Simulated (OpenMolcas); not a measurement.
Ge: the spin-orbit constant, worked from levels

```
Program             : OpenMolcas
Basis               : ANO-R3 [7s6p5d4f2g]
Scalar Hamiltonian  : X2C, finite nucleus
Active space        : 2 electrons in 9 orbitals (RAS2 4p; RAS3 4d 5s, at most 1 electron)
State averaging     : 2S+1 = 3 even, 3 roots; 2S+1 = 1 even, 6 roots; 2S+1 = 3 odd, 3 roots; 2S+1 = 1 odd, 3 roots
Spin-orbit coupling : state interaction with AMFI integrals over the reference wave functions, term energies averaged over their components
```

Methods: RASSCF; SS-RASPT2, IPEA 0.25 Eh, imaginary shift 0.1 Eh (closed shells correlated: 3d 4s). Measured levels: NIST Handbook of Basic Atomic Spectroscopic Data.

**The spin-orbit constant.** For the Hund term ³P of p2, E(J) = (A/2) J(J+1) + constant and ζ = 2S·A = 2A. From J = 0 to J = 2 the energy changes by 3 A.

```csv
Source,E(2) - E(0),A,ζ
RASSCF,1239.3,413.1,826
SS-RASPT2,1233.7,411.2,822
measured,1410.0,470.0,940
```

All in cm-1. SS-RASPT2 is off by -12.5 % and RASSCF by -12.1 %. Both methods take the spin-orbit matrix elements from the reference wave functions, so the second can move ζ only through the term energies and any multistate remixing. Second-order mixing with other terms is absorbed into this ζ.

With the s shell closed, the reference lacks s² → p² mixing. No level of 4s² 4p 4d was computed, though it lies in the active space. Without dynamic correlation excited terms often stand tens of per cent too high (terms of higher spin than the ground term too low), and those without a measured partner can miss by more than the paired ones (holds for RASSCF). Computed and measured levels are paired by configuration, term and J; levels that our copy of the source lacks, or whose pairing is in doubt (as where it misses far off the trend of its configuration), stay unpaired and out of the deviations. Only configurations of the active space appear.
